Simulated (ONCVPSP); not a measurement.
# Which change was made? (Ar, ONCV)

argon, optimised norm-conserving Vanderbilt (ONCV), made with ONCVPSP 4.0.1 (PBEsol, scalar-relativistic). Core [Ne], reference 3s2 3p4 (charge +2). Waves: 3s: rc 1.15 bohr, ncon 4, nbas 7, qcut 6.4 1/bohr, 1 projector; 3p: rc 1.10 bohr, ncon 4, nbas 8, qcut 7.8 1/bohr, 2 projectors, debl 2.9 Ha; d scattering state at 0.41 Ha: rc 1.20 bohr, ncon 3, nbas 8, qcut 7.6 1/bohr, 1 projector. Local part: polynomial inside 1.00 bohr (lpopt 3, dvloc0 4 Ha). Core correction: Teter function, fcfact 5.75, rcfact 1.05.

In the d channel the program set the typed energies aside and used 0.050 Ha.

Cutoffs, loose and tight: the cutoffs (Ha) at which the residual kinetic energy of the hardest occupied pseudo-wave falls to 1 and 0.1 mHa per electron. They do not see the model core or the augmentation charge, which bear on the density cutoff. Test errors are all-electron minus pseudo excitation energies from the reference, over the configurations 3s2 3p6; 3s2 3p5; 3s2 3p3; 3s2 3p2; variants that change the core or the reference have their own tests.

The base gives: outcome: generated, projector energies reset by the program; cutoff, loose: 20 Ha; cutoff, tight: 38 Ha; bound ghosts: none; GHOST(+) flags above zero: none; largest test error (meV): +83.

(1) After one change the result is: outcome: generated, projector energies reset by the program; cutoff, loose: 20 Ha; cutoff, tight: 38 Ha; bound ghosts: none; GHOST(+) flags above zero: none; largest test error (meV): +38. Which change was it?
A. core correction Teter function, fcfact 5.75, rcfact 1.58
B. core correction Teter function, fcfact 5.75, rcfact 1.4
C. core correction Teter function, fcfact 5.75, rcfact 2.06

## Answers

(1) A. The others give: core correction Teter function, fcfact 5.75, rcfact 1.4 → outcome: generated, projector energies reset by the program; cutoff, loose: 20 Ha; cutoff, tight: 38 Ha; bound ghosts: none; GHOST(+) flags above zero: none; largest test error (meV): +65 | core correction Teter function, fcfact 5.75, rcfact 2.06 → outcome: generated, projector energies reset by the program; cutoff, loose: 20 Ha; cutoff, tight: 38 Ha; bound ghosts: none; GHOST(+) flags above zero: none; largest test error (meV): -234.
